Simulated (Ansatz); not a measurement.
`[SiH3][O][GaH2]`. Total charge 0; spin multiplicity 1.

```json
{"atom": "Si1", "x (Å)": "0.938", "y (Å)": "-0.736", "z (Å)": "-0.663"}
{"atom": "O2", "x (Å)": "-0.233", "y (Å)": "-0.440", "z (Å)": "0.430"}
{"atom": "Ga3", "x (Å)": "-1.287", "y (Å)": "0.902", "z (Å)": "0.955"}
{"atom": "H4", "x (Å)": "1.233", "y (Å)": "0.473", "z (Å)": "-1.487"}
{"atom": "H5", "x (Å)": "0.516", "y (Å)": "-1.833", "z (Å)": "-1.575"}
{"atom": "H6", "x (Å)": "2.189", "y (Å)": "-1.146", "z (Å)": "0.031"}
{"atom": "H7", "x (Å)": "-2.252", "y (Å)": "0.526", "z (Å)": "2.115"}
{"atom": "H8", "x (Å)": "-1.105", "y (Å)": "2.252", "z (Å)": "0.193"}
```

Question: List the harmonic frequencies (cm⁻¹, unscaled) at PBE0-D4/def2-TZVP in Ansatz. (Best estimate.)

Answer: Ansatz gave: 60, 100, 128, 486, 532, 625, 722, 727, 739, 954, 957, 988, 1036, 2004, 2028, 2191, 2214, 2218.

Question: Is this a minimum?

Answer: Yes, all 18 modes are real.

Question: Give the ideal-gas thermochemistry at 298.15 K and 1 bar (rigid rotor, harmonic oscillator; point group Cs, symmetry number 1).

Answer: Zero-point energy 111.9 kJ/mol; H(298) − E = 130.4 kJ/mol; entropy 331.5 J/(mol·K), of which translation 168.4, rotation 105.4, vibration 57.7; G(298) − E = 31.6 kJ/mol. Modes under 100 cm⁻¹ are hindered rotations or soft bends, so the harmonic entropy is rough.
